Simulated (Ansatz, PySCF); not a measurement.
The pair A = SiH4 (SMILES [SiH4]) (first 5 atoms), B = N2 (SMILES N#N); geometry from B3LYP-D3(BJ)/def2-TZVP.
(charge 0, multiplicity 1):
```xyz
7

Si     0.08240     0.14868    -0.18989
H      0.40019     0.40687    -1.61321
H      0.25771     1.39730     0.58513
H      0.99601    -0.89068     0.33497
H     -1.31754    -0.31567    -0.07436
N     -0.02313    -0.36879     4.29183
N     -0.39339    -0.38142     3.26592
```

Rows in 6-31G* carry no dispersion term and start afresh at each structure (6-31G* with six Cartesian d functions).

Run with Ansatz (a quantum-chemistry and plane-wave program); PySCF for 6-31G* rows. Values without a source in brackets are computed.

Total energies (hartree), monomers frozen at their geometry in the pair:

```
structure                 HF/6-31G*  B3LYP/6-31G*  B3LYP/def2-TZVPPD
---------------------  ------------  ------------  -----------------
AB                     -400.1684012  -401.4076372       -401.4906721
A in the pair's basis  -291.2251668  -291.8837213       -291.9173190
B in the pair's basis  -108.9438120  -109.5244224       -109.5738574
A                      -291.2250956  -291.8836409       -291.9172949
B                      -108.9434133  -109.5234864       -109.5738004
```

Work out the interaction energy without and with the counterpoise correction, and the superposition error, for each level.


E(AB) − E(A) − E(B), times 627.509 kcal/mol, with the monomers in their own basis and then in the pair's basis:
- HF/6-31G*: 0.07 uncorrected, 0.36 corrected; the monomers gain 0.29 kcal/mol from borrowed functions
- B3LYP/6-31G*: -0.32 uncorrected, 0.32 corrected; the monomers gain 0.64 kcal/mol from borrowed functions
- B3LYP/def2-TZVPPD: 0.27 uncorrected, 0.32 corrected; the monomers gain 0.05 kcal/mol from borrowed functions
